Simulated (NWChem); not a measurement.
# CrO₂ClF; SMILES [O]=[Cr](=[O])([F])[Cl]

Results from NWChem. Pople sets run with spherical d functions. All runs use the structure optimised with PBE0/def2-SVP.

### Question
What does the run give for LDA (Slater exchange, VWN5)/6-31G*? Quantities: highest occupied level (eV); orbital gap (eV); dipole (D).

### Answer
```json
{
  "highest occupied level (eV)": "-8.46",
  "orbital gap (eV)": "2.76",
  "dipole (D)": "0.31"
}
```
